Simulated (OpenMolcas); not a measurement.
What dynamic correlation does to the levels of La III

```yaml
Program: OpenMolcas 26.06
Basis: ANO-R1 [7s5p4d1f]
Scalar_Hamiltonian: X2C, finite nucleus
Active_space: 1 electron in 6 orbitals (5d 6s)
State_averaging: 2S+1 = 2 even, 6 roots
Spin-orbit_coupling: state interaction with AMFI integrals over the reference wave functions, term energies averaged over their components
```

Methods on the same reference wave functions:
A. CASSCF
B. SS-CASPT2, IPEA 0.25 Eh, imaginary shift 0.1 Eh (closed shells correlated: 5s 5p)

Energies in cm-1 above 5d 2D 3/2, the measured ground level; measured values from Martin, Zalubas and Hagan, Atomic Energy Levels: The Rare-Earth Elements, NSRDS-NBS 60 (1978).

```tsv
Level	A	B	Measured
5d 2D 3/2	0.0	0.0	0.0
5d 2D 5/2	1695	1695	1603
6s 2S 1/2	14771	14383	13591
```

Deviations, from unrounded energies. A percentage is the sum of absolute deviations over the sum of measured energies, with the sign that they share, or ± where signs differ.

| Against measurement | Levels | A | B |
| --- | --- | --- | --- |
| mean absolute deviation (cm-1) | 2 | 640 | 440 |
| fine structure of the ground term (%) | 1 | +5.7 | +5.7 |
| other configurations (%) | 1 | +8.7 | +5.8 |

B lies closest to measurement on these levels. The largest miss of B in the table is 6s 2S 1/2, by +790 cm-1. The ranking rests on the paired levels alone, and a cruder setting can come out closer through cancelling errors.

The lowest spin-free term lies below A's lowest term by 0.145 hartree in B.

With one active electron the reference holds no correlation, so core polarisation is missing (holds for A). With one active electron, CASPT2 adds the correlation within the correlated inactive shells and between them and that electron, and leaves the splitting within a term as the reference gives it (holds for B). Measured partners are found by configuration, term and J. A level has none where our copy of the source lacks it or the pairing is in doubt (some pairs that miss far off the trend of their configuration count as doubtful), and it then counts in no deviation. Levels of configurations outside the active space are missing.
